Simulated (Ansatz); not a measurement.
CH3BFI, SMILES `FCBI`. The species carries charge 0 and has multiplicity 1. Correlated methods include outer-core shells of I, which these sets cover unevenly. I takes the def2 core potential.

| atom | x (Å) | y (Å) | z (Å) |
| --- | --- | --- | --- |
| F1 | 1.4164 | 0.4664 | 0.8982 |
| C2 | 0.1468 | 0.6076 | 0.3801 |
| B3 | -0.3894 | -0.5723 | -0.4750 |
| I4 | 0.7418 | -2.3032 | -0.8370 |
| H5 | -0.5527 | 0.7847 | 1.2118 |
| H6 | 0.1174 | 1.5244 | -0.2289 |
| H7 | -1.4802 | -0.5077 | -0.9493 |

Question: Give the diagnostics of a CCSD(T)/def2-TZVPP run (frozen core, Ansatz 0.2.0). (Best estimate.)

Answer: Computed: T1 = 0.0117, largest single amplitude 0.039, largest double 0.036, (T) share of the correlation energy 2.8 %, 10 CCSD cycles. The RHF solution is stable towards an unrestricted one. T1 lies under the customary mark of 0.02 for closed shells.
